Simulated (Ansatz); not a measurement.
Basis-set extrapolation for `O[BH][AlH][F]` (PBE0-D4/def2-TZVP geometry, frozen core, the Gaussian-basis code of Ansatz). Multiplicity 1, RHF reference.

```
                      def2-TZVPP   def2-QZVPP
                 HF  -442.845648  -442.862901
    MP2 correlation    -0.664206    -0.720966
CCSD(T) correlation    -0.709871      not run
```

Energies in hartree. Use E(X) = E(∞) + A·exp(−7.88·√X) for Hartree–Fock and E(X) = E(∞) + B·X^(−2.97) for correlation, with X = 3 and 4, and add CCSD(T) minus MP2 of the smaller set to the MP2 limit.

Task: What is the CCSD(T) energy at the basis-set limit?

Result: HF limit: -442.862901 + (-0.017253) × 0.13774 = -442.86528. MP2 limit: -0.720966 + (-0.056760) × 0.74074 = -0.76301. Higher-order term: -0.709871 − (-0.664206) = -0.04567. Total: -443.67396 hartree, 311.0 kJ/mol below CCSD(T)/def2-TZVPP.
